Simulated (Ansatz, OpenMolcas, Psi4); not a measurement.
## How basis sets differ on CuF (fluorocopper)

The species is CuF (2 atoms), meant as a singlet with charge 0. As SMILES, `[F][Cu]`. The coordinates come from a PBE0-D4/def2-TZVP relaxation.

```tsv
atom	x (Å)	y (Å)	z (Å)
F	0.7510	-0.2689	0.3771
Cu	-0.7510	0.2689	-0.3771
```

Quantity: the HOMO–LUMO gap, in eV. The values are calculated.

```json
{"level": "HF/ANO-RCC-MB (DKH2)", "kind": "Hartree–Fock", "program": "OpenMolcas", "value (eV)": "11.40"}
{"level": "HF/STO-3G", "kind": "Hartree–Fock", "program": "Psi4", "value (eV)": "11.34"}
{"level": "HF/3-21G", "kind": "Hartree–Fock", "program": "OpenMolcas", "value (eV)": "9.85"}
{"level": "HF/def2-TZVPP", "kind": "Hartree–Fock", "program": "Ansatz", "value (eV)": "11.87"}
```

The values span 9.85 to 11.87 eV. A Hartree–Fock LUMO above zero doesn't converge with the basis: it sinks as sets grow more diffuse. Orbital gaps aren't excitation energies.
